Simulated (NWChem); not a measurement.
# C$_{2}$H$_{8}$BN; SMILES CB(C)N

```xyz
12

B      0.0000     0.0000     0.0521
C      1.3832     0.0000    -0.7302
H      1.4593     0.8759    -1.3899
H      1.4593    -0.8759    -1.3899
H      2.2673     0.0000    -0.0795
C     -1.3832     0.0000    -0.7302
H     -1.4593     0.8759    -1.3899
H     -2.2673     0.0000    -0.0795
H     -1.4593    -0.8759    -1.3899
N      0.0000     0.0000     1.4567
H     -0.8454     0.0000     2.0118
H      0.8454     0.0000     2.0118
```
Atoms are numbered in this order, from 1.

Program: NWChem. The geometry was optimised at B3LYP/6-31G* (spherical d). Total energies of different functionals are on different scales.

```
level                energy (Ha)  highest occupied level (eV)  orbital gap (eV)  dipole (D)  relative time
-------------------  -----------  ---------------------------  ----------------  ----------  -------------
PBE/def2-TZVP          -160.5247                        -6.68              6.76        1.32              1
B3LYP/def2-TZVP        -160.7717                        -7.82              8.31        1.29              1
CAM-B3LYP/def2-TZVP    -160.6667                        -9.51             11.02        1.27             10
PW6B95/def2-TZVP       -160.9619                        -8.19              8.92        1.31              1
BLYP/def2-TZVP         -160.6695                        -6.56              6.60        1.33              1
```

Times are rough ratios from one shared machine.
